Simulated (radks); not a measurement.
Isoelectronic series with 3 electrons, all held in the configuration [He] 2s1, which need not be the ground one along the series. Calculated with a radial shooting solver on a logarithmic mesh with Libxc functionals: Dirac Kohn-Sham, PBE, spin-unpolarised, spherical densities, finite nucleus; Fermi nuclear charge, rms radius of each element as measured or else 0.836 A^(1/3) + 0.57 fm. Total energies (hartree) and mean radii <r> (bohr) (* marks an orbital that is empty in some or all of the ions):

| ion | E (hartree) | 2p1/2* | 2s1/2 | 1s1/2 |
|---|---|---|---|---|
| C3+ | -34.70685 | 1.197 | 1.282 | 0.2693 |
| N4+ | -48.30321 | 0.9610 | 1.054 | 0.2283 |
| O5+ | -64.15805 | 0.8035 | 0.8947 | 0.1981 |
| F6+ | -82.27396 | 0.6907 | 0.7775 | 0.1749 |
| Ne7+ | -102.65393 | 0.6057 | 0.6876 | 0.1566 |
| Mg9+ | -150.22008 | 0.4862 | 0.5584 | 0.1294 |
| Al10+ | -177.41422 | 0.4426 | 0.5104 | 0.1191 |
